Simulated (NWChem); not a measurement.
System: CH₄OPb, singlet; SMILES C[O][PbH]

NWChem input:

```
start job
memory heap 200 mb stack 900 mb global 1100 mb
geometry units angstroms noautoz
  Pb     0.019379    -0.437962     0.000000
  H     -1.816989    -0.041651     0.000000
  O      0.574836     1.590157     0.000000
  C     -0.254652     2.703514     0.000000
  H     -0.062322     3.337506     0.888335
  H     -0.062322     3.337506    -0.888335
  H     -1.335544     2.454088     0.000000
end
basis spherical
  * library def2-svp
end
ecp
  Pb library def2-ecp
end
dft
  xc b3lyp
  iterations 150
  mulliken
end
task dft energy
```

Excerpt of the output:

```
             Northwest Computational Chemistry Package (NWChem) 7.3.0
             --------------------------------------------------------

 CS  symmetry detected

                             Geometry "geometry" -> ""
                             -------------------------

 Output coordinates in angstroms (scale by  1.889725989 to convert to a.u.)

  No.       Tag          Charge          X              Y              Z
 ---- ---------------- ---------- -------------- -------------- --------------
    1 Pb                  82.0000     0.00965403    -0.45906312     0.00000000
    2 H                    1.0000    -1.83018145    -0.07917461     0.00000000
    3 O                    8.0000     0.54696902     1.57393756     0.00000000
    4 C                    6.0000    -0.29243294     2.67983922     0.00000000
    5 H                    1.0000    -0.10577490     3.31552425     0.88833500
    6 H                    1.0000    -0.10577490     3.31552425    -0.88833500
    7 H                    1.0000    -1.37105335     2.42076616     0.00000000

 Effective nuclear repulsion energy (a.u.)     343.5535467937

      Symmetry information
      --------------------

 Group name             Cs
 Group number              2
 Group order               2
 No. of unique centers     6

                                 NWChem DFT Module
                                 -----------------

 Summary of "ao basis" -> "ao basis" (spherical)
 ------------------------------------------------------------------------------
       Tag                 Description            Shells   Functions and Types
 ---------------- ------------------------------  ------  ---------------------
 Pb                         def2-svp                10       26   4s4p2d
 H                          def2-svp                 3        5   2s1p
 O                          def2-svp                 6       14   3s2p1d
 C                          def2-svp                 6       14   3s2p1d

      Symmetry analysis of basis
      --------------------------

        a'         51
        a"         23

            General Information
            -------------------
          SCF calculation type: DFT
          Wavefunction type:  closed shell.
          No. of atoms     :     7
          No. of electrons :    40
           Alpha electrons :    20
            Beta electrons :    20
          Charge           :     0
          Spin multiplicity:     1
          Use of symmetry is: on ; symmetry adaption is: on
          Maximum number of iterations: 150
          AO basis - number of functions:    74
                     number of shells:    34
          Convergence on energy requested:  1.00D-06
          Convergence on density requested:  1.00D-05
          Convergence on gradient requested:  5.00D-04

              XC Information
              --------------
                         B3LYP Method XC Potential
                     Hartree-Fock (Exact) Exchange  0.200
                        Slater Exchange Functional  0.800 local
                    Becke 1988 Exchange Functional  0.720 non-local
              Lee-Yang-Parr Correlation Functional  0.810
                  VWN I RPA Correlation Functional  0.190 local

             Grid Information
             ----------------
          Grid used for XC integration:  medium
          Radial quadrature: Mura-Knowles
          Angular quadrature: Lebedev.
          Tag              B.-S. Rad. Rad. Pts. Rad. Cut. Ang. Pts.
          ---              ---------- --------- --------- ---------
          Pb                  1.80      123          11.0       590
          H                   0.35       45          12.0       434
          O                   0.60       49           8.0       434
          C                   0.70       49          11.0       434
          Grid pruning is: on
          Number of quadrature shells:   356
          Spatial weights used:  Erf1

      Superposition of Atomic Density Guess
      -------------------------------------

 Sum of atomic energies:        -333.67317370

      Non-variational initial energy
      ------------------------------

 Total energy =    -306.863864
 1-e energy   =    -728.230740
 2-e energy   =     302.229881
 HOMO         =      -0.251063
 LUMO         =      -0.056343

      Symmetry analysis of molecular orbitals - initial
      -------------------------------------------------

  Numbering of irreducible representations:

     1 a'          2 a"

  Orbital symmetries:

     1 a'          2 a'          3 a'          4 a'          5 a'
     6 a"          7 a'          8 a'          9 a'         10 a'
    11 a"         12 a"         13 a'         14 a'         15 a"
    16 a'         17 a'         18 a'         19 a"         20 a'
    21 a"         22 a'         23 a'         24 a'         25 a'
    26 a"         27 a'         28 a'         29 a'         30 a"

     ---------------------------------------------
      Total Density - Mulliken Population Analysis
     ---------------------------------------------

    Atom       Charge   Shell Charges
 -----------   ------   -------------------------------------------------------
    1 Pb  22    20.96   2.99 -0.95  1.18  0.69  3.37  2.62  0.60  0.41  9.74  0.30
    2 H    1     1.30   0.69  0.60  0.01
    3 O    8     9.01   1.99  1.11  0.73  3.09  2.08  0.01
    4 C    6     5.89   1.99  0.92  0.21  1.86  0.86  0.05
    5 H    1     0.94   0.70  0.22  0.02
    6 H    1     0.94   0.70  0.22  0.02
    7 H    1     0.95   0.69  0.23  0.02

[...]
```

Level: B3LYP/def2-SVP with def2 effective core potentials on Pb. Low-valent species are run as closed-shell singlets; no triplet was tried in these runs. All runs use the structure optimised with PBE0/def2-SVP. def2 effective core potentials on Pb; no spin-orbit coupling.
